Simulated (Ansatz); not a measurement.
Consider the cleavage of the B–Si bond: `FB[SiH2]Cl` + `O[SiH2]O` → `O[SiH2]OBF` + `[SiH3]Cl`.

Isolated molecules relaxed with PBE0-D4/def2-TZVP in Ansatz; ΔE leaves out vibrations. CCSD(T)/CBS adds triple-zeta CCSD(T) − MP2 to the extrapolated MP2 energy (def2 sets, frozen cores). This one scheme is used for every species. DFT in def2-TZVPP. One conformer a species, not always the lowest.

```csv
level,ΔE (kcal/mol)
LDA (SPW92),-41.1
revPBE-D4,-38.3
BLYP-D4,-41.4
ωB97X-V,-41.8
PBE,-38.7
revPBE,-37.9
CCSD(T)/def2-SVP,-47.4
CCSD(T)/def2-TZVPP,-42.8
```

Question: What does CCSD(T)/CBS give? (Best estimate.)

Answer: Ansatz gave: -42.2 kcal/mol. The listed levels differ from it by 1.1, 3.9, 0.8, 0.4, 3.5, 4.3, -5.2, -0.6 kcal/mol.

Largest T1 diagnostic among the species: 0.013.

From PBE to PBE0 (25 % exact exchange), in def2-TZVPP and without D4, ΔE moves by −1.7 kcal/mol. At CCSD(T), def2-SVP lies −5.2 kcal/mol from the extrapolated value and def2-TZVPP −0.5 kcal/mol. Leaving LDA and LC-ωPBE aside and taking each functional with its dispersion term where it has one, the values, not all of them listed here, spread over 6.7 kcal/mol, from BHLYP-D4 to revPBE-D4. LDA lies −2.4 kcal/mol from PBE without D4.
